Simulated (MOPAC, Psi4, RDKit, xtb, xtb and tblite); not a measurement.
Two geometries of SMILES COC[SiH2]N, relaxed at GFN2-xTB with one dihedral held; other torsions can differ between them too.

Structure A

```
14

C     -1.2878     0.2469    -1.8665
O     -0.8393    -0.0313    -0.5718
C      0.3966    -0.7213    -0.4519
Si     1.6228    -0.7202    -1.9179
N      2.8479    -1.8053    -1.3826
H     -2.2474     0.7497    -1.7482
H     -1.4342    -0.6674    -2.4541
H     -0.6004     0.9065    -2.4075
H      0.1736    -1.7734    -0.2148
H      0.8770    -0.2997     0.4365
H      1.0894    -1.3352    -3.1347
H      2.0691     0.6545    -2.2094
H      3.1888    -1.7438    -0.4369
H      3.6119    -2.0093    -2.0051
```

Structure B

```
14

C     -1.2132     0.3360    -1.8026
O     -0.7992    -0.0248    -0.5168
C      0.3484    -0.8591    -0.4952
Si     1.9179    -0.1093    -1.2903
N      3.1734    -1.1970    -0.8358
H     -2.1529     0.8742    -1.6864
H     -1.3775    -0.5490    -2.4314
H     -0.4820     0.9844    -2.2997
H      0.1049    -1.8202    -0.9731
H      0.5143    -1.0628     0.5644
H      1.9072    -0.1688    -2.7552
H      2.0516     1.2872    -0.8456
H      3.2392    -1.5106     0.1192
H      4.0968    -1.0466    -1.2072
```

### Question
Which is lower in energy at the level Psi4 with PBE0-D3(BJ)/def2-TZVP // GFN2-xTB, and by how much?

### Answer
B is lower, by 2.46 kcal/mol (dihedral C1–O2–C3–Si4: 20° in A, 60° in B).

E(B) − E(A) in kcal/mol at the other levels, on the same two geometries: GFN2-xTB (xtb and tblite) -2.33; MMFF94 // GFN2-xTB (RDKit) -4.34; PBE0/def2-TZVP // GFN2-xTB (Psi4) -2.53; PBE/def2-TZVP // GFN2-xTB (Psi4) -2.60; PBE-D3(BJ)/def2-TZVP // GFN2-xTB (Psi4) -2.52; UFF // GFN2-xTB (RDKit) -6.76; PM3, restricted, heats of formation // GFN2-xTB (MOPAC) -1.45; PM7, restricted, heats of formation // GFN2-xTB (MOPAC) -3.35; GFN1-xTB // GFN2-xTB (xtb) -0.95.
